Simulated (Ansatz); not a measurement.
```yaml
crystal:
  periodic: [false, false, false]
  atoms:
    - {symbol: O, position_ang: [-1.676148, -0.431007, -0.249940]}
    - {symbol: Sn, position_ang: [-0.065995, 0.663040, 0.011836]}
    - {symbol: Se, position_ang: [1.968760, -0.816733, -0.211804]}
    - {symbol: H, position_ang: [-1.583928, -1.054189, -0.974829]}
    - {symbol: H, position_ang: [0.053963, 1.828369, -1.227922]}
    - {symbol: H, position_ang: [-0.269478, 1.277656, 1.581833]}
    - {symbol: H, position_ang: [1.634027, -1.535035, 1.025125]}
basis:
  gaussian: {orbitals: def2-TZVPD, fitting: {mean_field: cc-pVTZ-jkfit}, point_charges: [{charge: 0.50, position_ang: [6.823, -0.211, -0.157]}]}
hamiltonian: {xc: {name: r2SCANh}}
output: {forces: true}
```

```sh
$ ansatz run in.yaml --threads 2 --pin off --events-out ev --progress --plain --max-ram 4352MiB
```

Task: How does Ansatz answer? (Best estimate.)

Result: Ansatz gave: The input was rejected before any iteration.
```
Functional definition: r2SCANh
Error: <dir> the basis set cc-pVTZ-JKFIT has no functions for Sn
```
